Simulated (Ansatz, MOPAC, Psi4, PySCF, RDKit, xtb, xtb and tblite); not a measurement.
Internal rotation in SMILES C(=C)/C=C\N (C4H7N). Scanned: dihedral C3–C4–N5–H11; all other coordinates were relaxed at B3LYP-D3(BJ)/def2-SVP.

Geometry of the scan point at -75° (Å):
```
12

C     -2.3316     0.1049     0.2938
C     -1.0717    -0.1191    -0.1198
C      0.0590     0.7528     0.1474
C      1.3397     0.4597    -0.1701
N      1.7379    -0.7299    -0.8143
H     -3.1463    -0.5753     0.0339
H     -2.5859     0.9779     0.9037
H     -0.8544    -1.0063    -0.7252
H     -0.1376     1.7020     0.6552
H      2.1137     1.2189     0.0016
H      1.7276    -1.5414    -0.1957
H      2.6859    -0.6572    -1.1764
```

Methods: GFN2-xTB, on its own relaxed geometries (the stored frames are those of B3LYP-D3(BJ)/def2-SVP) (xtb and tblite); MMFF94 // B3LYP-D3(BJ)/def2-SVP (RDKit); B3LYP/def2-TZVP // B3LYP-D3(BJ)/def2-SVP (Psi4); B3LYP-D3(BJ)/def2-TZVP // B3LYP-D3(BJ)/def2-SVP (Psi4); PBE/def2-TZVP // B3LYP-D3(BJ)/def2-SVP (Psi4); PBE-D3(BJ)/def2-TZVP // B3LYP-D3(BJ)/def2-SVP (Psi4); wB97M-V/def2-TZVP // B3LYP-D3(BJ)/def2-SVP (Psi4); RHF/cc-pVTZ // B3LYP-D3(BJ)/def2-SVP (Ansatz, a program for electronic structure); MP2/cc-pVTZ = Ansatz with MP2 on RHF/cc-pVTZ, frozen core // B3LYP-D3(BJ)/def2-SVP; CCSD/cc-pVTZ = CCSD on RHF/cc-pVTZ, frozen core // B3LYP-D3(BJ)/def2-SVP run with Ansatz; CCSD(T)/cc-pVTZ = CCSD(T) on RHF/cc-pVTZ, frozen core // B3LYP-D3(BJ)/def2-SVP (Ansatz); PM3, restricted, heats of formation // B3LYP-D3(BJ)/def2-SVP (MOPAC); PM7, restricted, heats of formation // B3LYP-D3(BJ)/def2-SVP (MOPAC); GFN1-xTB // B3LYP-D3(BJ)/def2-SVP (xtb); RKS-B3LYP/6-31G* = restricted B3LYP/6-31G*, spherical d // B3LYP-D3(BJ)/def2-SVP (PySCF 2.14.0); RKS-B3LYP/3-21G = restricted B3LYP/3-21G // B3LYP-D3(BJ)/def2-SVP run with PySCF 2.14.0; RMP2/3-21G = PySCF 2.14.0 with restricted MP2 (frozen core)/3-21G // B3LYP-D3(BJ)/def2-SVP; RHF/6-31G* = restricted Hartree-Fock/6-31G*, spherical d // B3LYP-D3(BJ)/def2-SVP in PySCF 2.14.0.

Least-squares fit of E(φ) = a0 + Σ (a_n cos nφ + b_n sin nφ), n = 1 to 4, to the 12 scan points, in kcal/mol above the lowest point of each profile (levels whose profile four harmonics don't fit are not listed):

```json
[
 {"method": "GFN2-xTB", "a0": "1.84", "a1": "0.19", "b1": "0.00", "a2": "-2.53", "b2": "0.00", "a3": "-0.37", "b3": "0.00", "a4": "0.80", "b4": "0.00", "rms of fit": "0.07"},
 {"method": "MMFF94", "a0": "1.61", "a1": "0.21", "b1": "0.00", "a2": "-2.20", "b2": "0.00", "a3": "-0.56", "b3": "0.00", "a4": "0.83", "b4": "0.00", "rms of fit": "0.21"},
 {"method": "B3LYP/def2-TZVP", "a0": "1.64", "a1": "0.02", "b1": "0.00", "a2": "-2.28", "b2": "0.00", "a3": "-0.03", "b3": "0.00", "a4": "0.74", "b4": "0.00", "rms of fit": "0.09"},
 {"method": "B3LYP-D3(BJ)/def2-TZVP", "a0": "1.62", "a1": "0.04", "b1": "0.00", "a2": "-2.26", "b2": "0.00", "a3": "-0.06", "b3": "0.00", "a4": "0.74", "b4": "0.00", "rms of fit": "0.07"},
 {"method": "PBE/def2-TZVP", "a0": "1.75", "a1": "0.06", "b1": "0.00", "a2": "-2.44", "b2": "0.00", "a3": "-0.10", "b3": "0.00", "a4": "0.81", "b4": "0.00", "rms of fit": "0.06"},
 {"method": "PBE-D3(BJ)/def2-TZVP", "a0": "1.74", "a1": "0.07", "b1": "0.00", "a2": "-2.43", "b2": "0.00", "a3": "-0.12", "b3": "0.00", "a4": "0.81", "b4": "0.00", "rms of fit": "0.04"},
 {"method": "wB97M-V/def2-TZVP", "a0": "1.34", "a1": "-0.03", "b1": "0.00", "a2": "-1.88", "b2": "0.00", "a3": "0.04", "b3": "0.00", "a4": "0.66", "b4": "0.00", "rms of fit": "0.11"},
 {"method": "RHF/cc-pVTZ", "a0": "1.10", "a1": "-0.05", "b1": "0.00", "a2": "-1.52", "b2": "0.00", "a3": "0.03", "b3": "0.00", "a4": "0.60", "b4": "0.00", "rms of fit": "0.14"},
 {"method": "MP2/cc-pVTZ", "a0": "1.15", "a1": "-0.03", "b1": "0.00", "a2": "-1.63", "b2": "0.00", "a3": "-0.05", "b3": "0.00", "a4": "0.70", "b4": "0.00", "rms of fit": "0.08"},
 {"method": "CCSD/cc-pVTZ", "a0": "0.88", "a1": "-0.06", "b1": "0.00", "a2": "-1.24", "b2": "0.00", "a3": "-0.04", "b3": "0.00", "a4": "0.64", "b4": "0.00", "rms of fit": "0.10"},
 {"method": "CCSD(T)/cc-pVTZ", "a0": "0.89", "a1": "-0.05", "b1": "0.00", "a2": "-1.27", "b2": "0.00", "a3": "-0.06", "b3": "0.00", "a4": "0.66", "b4": "0.00", "rms of fit": "0.08"},
 {"method": "PM3", "a0": "1.18", "a1": "0.06", "b1": "0.00", "a2": "-0.35", "b2": "0.00", "a3": "-0.67", "b3": "0.00", "a4": "0.77", "b4": "0.00", "rms of fit": "0.11"},
 {"method": "PM7", "a0": "1.79", "a1": "0.34", "b1": "0.00", "a2": "-2.38", "b2": "0.00", "a3": "-0.61", "b3": "0.00", "a4": "0.58", "b4": "0.00", "rms of fit": "0.22"},
 {"method": "GFN1-xTB", "a0": "1.65", "a1": "0.03", "b1": "0.00", "a2": "-2.30", "b2": "0.00", "a3": "-0.08", "b3": "0.00", "a4": "0.74", "b4": "0.00", "rms of fit": "0.01"},
 {"method": "RKS-B3LYP/6-31G*", "a0": "1.35", "a1": "0.07", "b1": "0.00", "a2": "-1.87", "b2": "0.00", "a3": "-0.20", "b3": "0.00", "a4": "0.74", "b4": "0.00", "rms of fit": "0.06"},
 {"method": "RKS-B3LYP/3-21G", "a0": "2.52", "a1": "0.21", "b1": "0.00", "a2": "-3.10", "b2": "0.00", "a3": "-0.08", "b3": "0.00", "a4": "0.56", "b4": "0.00", "rms of fit": "0.10"},
 {"method": "RMP2/3-21G", "a0": "1.77", "a1": "0.11", "b1": "0.00", "a2": "-2.30", "b2": "0.00", "a3": "-0.04", "b3": "0.00", "a4": "0.51", "b4": "0.00", "rms of fit": "0.11"},
 {"method": "RHF/6-31G*", "a0": "0.91", "a1": "-0.04", "b1": "0.00", "a2": "-1.24", "b2": "0.00", "a3": "-0.04", "b3": "0.00", "a4": "0.58", "b4": "0.00", "rms of fit": "0.14"}
]
```
